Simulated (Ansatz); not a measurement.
A search over several starts for the lowest SCF solution of AsS₃ at the given spin, in a small basis.

```yaml
crystal:
  periodic: [false, false, false]
  atoms:
    - {symbol: As, position_ang: [-1.317920, -0.470544, -0.759664]}
    - {symbol: S, position_ang: [1.365463, 1.850478, 0.727152]}
    - {symbol: S, position_ang: [-1.241896, -1.919741, 0.712188]}
    - {symbol: S, position_ang: [1.194354, 0.539808, -0.679677]}
basis:
  gaussian: {orbitals: def2-SVP, initial_orbitals: start.molden}
magnetization: {spin_polarized: true, initial_magnetization: 3}
hamiltonian: {xc: pbe0, dispersion: d4}
output: {orbitals: {seedname: orbitals}}
```

The file start.molden holds the orbitals of an earlier run on this structure, at another level or in another basis.

```sh
$ ansatz run in.yaml --threads 4 --pin off --events-out ev --progress --plain --max-ram 3916MiB
```

Output, abridged:

```
Functional definition: PBE0
794 factors; integrals over basis functions are off by at most 8.5e-4 eV
mean field evaluation 1: about -93310.1329 eV, gradient 2.7e0 eV
mean field evaluation 2: about -93310.1609 eV, gradient 2.8e-2 eV
mean field evaluation 4: about -93310.1795 eV, gradient 8.2e-5 eV
mean field evaluation 8: about -93308.8755 eV, gradient 1.3e1 eV
mean field evaluation 16: about -93310.1792 eV, gradient 8.8e-2 eV
mean field evaluation 32: about -93309.4729 eV, gradient 3.7e0 eV
mean field -93310.17950893 eV, -3429.0858490419 hartree, gradient 2.4e-5 eV, S^2 3.774682; 5 other end points of the search recorded, 0 dependent functions left out
reference -93310.17952547 eV, -3429.0858496496 hartree; 42, 39 occupied and 44, 47 virtual orbitals, 794 factors
Total energy: -93310.33981570 eV, -3429.0917402069 hartree
```

Hardware: 4 threads of Arm Neoverse V1 on a shared host. Wall time 2.8 s.

At PBE0-D4/def2-TZVP a doublet of charge 0 lies 1.23 eV below the quartet, each at its own geometry. The structure comes from a short search, and lower isomers may exist.
